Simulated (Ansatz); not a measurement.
Breaking the C2–H3 bond in CH4MgO (SMILES [CH3][Mg][OH]) (multiplicity 1 held, fragments rigid). Energies count from the point at 1.093 Å.
Geometry at that point (charge 0, multiplicity 1):
```xyz
7

Mg     0.0124    -0.0817     0.0586
C     -0.2428     1.5945    -1.1443
H     -1.0267     2.2490    -0.7549
H     -0.5240     1.3151    -2.1628
H      0.6757     2.1836    -1.2072
O      0.2295    -1.5076     1.0820
H      0.3461    -2.2730     1.6312
```

Signs of static correlation in def2-TZVPP, with CASSCF(2,2), from Ansatz (an electronic-structure program) runs.

```csv
R (Å),T1 of restricted CCSD,⟨S²⟩ of UHF,largest double amplitude of restricted CCSD,weight of the CASSCF reference in MRCISD,CASSCF natural occupations
0.874,0.011,0.000,0.032,0.897,1.99 0.01
0.984,0.011,0.000,0.032,0.897,1.99 0.01
1.093,0.011,0.000,0.032,0.896,1.98 0.02
1.202,0.011,0.000,0.033,0.896,1.98 0.02
1.312,0.012,0.000,0.034,0.896,1.97 0.03
1.475,0.013,0.000,0.032,0.896,1.94 0.06
1.639,0.016,0.000,0.032,0.896,1.91 0.09
1.913,0.022,0.535,0.069,0.896,1.84 0.16
2.186,0.032,[?],0.122,0.896,1.72 0.28
2.514,0.048,0.926,0.279,0.897,1.56 0.44
2.951,[?],0.987,0.497,0.898,1.34 0.66
3.497,0.095,1.007,0.722,0.898,1.17 0.83
```

Task: Fill in the missing entries.

Result: 
- 2.186, ⟨S²⟩ of UHF: 0.794
- 2.951, T1 of restricted CCSD: 0.072

Doubts at one or more of the structures used: a restricted determinant that unrestricted orbitals would lower (R-CCSD(T)/def2-TZVPP); other coupled-cluster roots lie near (R-CCSD(T)/def2-TZVPP); T1 above 0.05 (R-CCSD(T)/def2-TZVPP, U-CCSD(T)/def2-TZVPP); a spin-contaminated determinant (U-CCSD(T)/def2-TZVPP).
